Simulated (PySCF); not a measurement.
Species: C3H8F3NSi.
Cartesian coordinates in Å at the GFN2-xTB level; atoms count from 1:
```
atom  x, y, z in Å
C1    -1.766   -0.754    0.232
C2    -0.528    0.049   -0.166
N3     0.677   -0.697    0.035
Si4    2.128   -0.457   -0.872
C5    -0.500    1.356    0.640
F6    -0.322    1.132    1.952
F7     0.493    2.171    0.256
F8    -1.635    2.063    0.523
H9    -1.730   -0.996    1.293
H10   -2.672   -0.189    0.030
H11   -1.787   -1.679   -0.337
H12   -0.582    0.340   -1.220
H13    0.758   -1.021    0.987
H14    1.679   -0.480   -2.264
H15    2.930   -1.618   -0.499
H16    2.849    0.789   -0.600
```

Method used: B3LYP/def2-SVPD in PySCF (dipole) on a GFN2-xTB geometry, gas phase.

Masses are those of the commonest isotopes; rigid-rotor values at the optimised geometry. The values belong to one conformer with, in the numbering `[CH3:1][C@H:2]([NH:3][SiH3:4])[C:5]([F:6])([F:7])[F:8]`, C1–C2–N3–Si4 152°.

Q: Give the principal moments of inertia and the rotational constants in GHz.

A: Ia = 199.32, Ib = 428.60, Ic = 518.60 u·Å²; 505379 MHz·u·Å²/I gives 2536, 1179 and 974.5 MHz, that is A = 2.5355, B = 1.1791, C = 0.9745 GHz.

Q: Classify the top.

A: An asymmetric top. Ray's parameter κ = (2B − A − C)/(A − C) = -0.738; −1 is the prolate and +1 the oblate limit.

Q: Is it planar, by Δ = Ic − Ia − Ib?

A: Not planar: Δ = Ic − Ia − Ib = -109.32 u·Å². For a rigid frame Δ = −2 Σ m c², so Σ m c² = 54.66 u·Å² lies off the ab plane: 8.44 from hydrogen and 46.22 from heavier atoms. The atom farthest from that plane is 1.50 Å away.

Q: Give the other two planar moments, Paa and Pbb, and the rms extents of the mass along the axes.

A: Paa = Σ m a² = (Ib + Ic − Ia)/2 = 373.94 and Pbb = Σ m b² = (Ia + Ic − Ib)/2 = 144.66 u·Å². With the mass M = 143.04 u, the rms extents √(P/M) along a, b and c are 1.62, 1.01, 0.62 Å.

Q: List the rotational levels J(Ka,Kc) to J = 5 (cm⁻¹).

A: Above 0(0,0):
J = 1: 1(0,1) 0.0718, 1(1,1) 0.1171, 1(1,0) 0.1239
J = 2: 2(0,2) 0.2148, 2(1,2) 0.2539, 2(1,1) 0.2744, 2(2,1) 0.4101, 2(2,0) 0.4109
J = 3: 3(0,3) 0.4275, 3(1,3) 0.4588, 3(1,2) 0.4997, 3(2,2) 0.6257, 3(2,1) 0.6292, 3(3,1) 0.8694, 3(3,0) 0.8694
J = 4: 4(0,4) 0.7081, 4(1,4) 0.7312, 4(1,3) 0.7991, 4(2,3) 0.9124, 4(2,2) 0.9227, 4(3,2) 1.1580, 4(3,1) 1.1583, 4(4,1) 1.4975, 4(4,0) 1.4975
J = 5: 5(0,5) 1.0549, 5(1,5) 1.0706, 5(1,4) 1.1717, 5(2,4) 1.2700, 5(2,3) 1.2927, 5(3,3) 1.5192, 5(3,2) 1.5205, 5(4,2) 1.8582, 5(4,1) 1.8583, 5(5,1) 2.2947, 5(5,0) 2.2947

Q: Which lines would a microwave search look for?

A: The dipole components are |μa| = 0.88 D, |μb| = 1.64 D, |μc| = 0.06 D. Intensities carry the squares of the components, which stand as 0.29 : 1.00 : 0.00 (a : b : c). Some lines, for components of 0.1 D or more:

```json
{"type": "a", "branch": "Q", "J(Ka,Kc)": "2(1,1) ← 2(1,2)", "MHz": "614", "lower level (cm⁻¹)": "0.254"}
{"type": "a", "branch": "Q", "J(Ka,Kc)": "3(1,2) ← 3(1,3)", "MHz": "1226", "lower level (cm⁻¹)": "0.459"}
{"type": "b", "branch": "Q", "J(Ka,Kc)": "1(1,0) ← 1(0,1)", "MHz": "1561", "lower level (cm⁻¹)": "0.072"}
{"type": "a", "branch": "R", "J(Ka,Kc)": "1(0,1) ← 0(0,0)", "MHz": "2154", "lower level (cm⁻¹)": "0.000"}
{"type": "b", "branch": "R", "J(Ka,Kc)": "2(0,2) ← 1(1,1)", "MHz": "2929", "lower level (cm⁻¹)": "0.117"}
{"type": "b", "branch": "Q", "J(Ka,Kc)": "3(2,1) ← 3(1,2)", "MHz": "3882", "lower level (cm⁻¹)": "0.500"}
{"type": "a", "branch": "R", "J(Ka,Kc)": "2(1,2) ← 1(1,1)", "MHz": "4103", "lower level (cm⁻¹)": "0.117"}
{"type": "b", "branch": "R", "J(Ka,Kc)": "3(0,3) ← 2(1,2)", "MHz": "5203", "lower level (cm⁻¹)": "0.254"}
{"type": "b", "branch": "R", "J(Ka,Kc)": "2(1,2) ← 1(0,1)", "MHz": "5459", "lower level (cm⁻¹)": "0.072"}
{"type": "a", "branch": "R", "J(Ka,Kc)": "3(1,3) ← 2(1,2)", "MHz": "6141", "lower level (cm⁻¹)": "0.254"}
{"type": "a", "branch": "R", "J(Ka,Kc)": "3(0,3) ← 2(0,2)", "MHz": "6377", "lower level (cm⁻¹)": "0.215"}
{"type": "b", "branch": "Q", "J(Ka,Kc)": "3(3,0) ← 3(2,1)", "MHz": "7202", "lower level (cm⁻¹)": "0.629"}
{"type": "b", "branch": "R", "J(Ka,Kc)": "3(1,3) ← 2(0,2)", "MHz": "7314", "lower level (cm⁻¹)": "0.215"}
{"type": "b", "branch": "R", "J(Ka,Kc)": "3(3,1) ← 2(2,0)", "MHz": "13746", "lower level (cm⁻¹)": "0.411"}
```

Q: Estimate the classical rotational partition function at 50 K, 200 K and 298.15 K.

A: Point group C1, symmetry number σ = 1; q = (√π/σ)·√((kT/h)³/(ABC)), k/h = 20836.6 MHz/K: 34900 at 50 K, 279000 at 200 K, 508000 at 298.15 K.

Not checked by GFN2-xTB frequencies. No vibrational averaging or centrifugal distortion is included, and the geometry carries the error of its method. A rigid rotor knows nothing of inversion at nitrogen or internal rotation, which can split or shift real lines. Quadrupole hyperfine structure (14N) is left out.

Time: 2.3 min wall, 1.7 min CPU; peak memory 0.95 GiB. Hardware: one thread, Intel Xeon at 2.50 GHz (x86_64), shared host with 64 logical CPUs at a one-minute load of 52. This is the B3LYP/def2-SVPD job that gave the dipole, with the excitations it also computed.
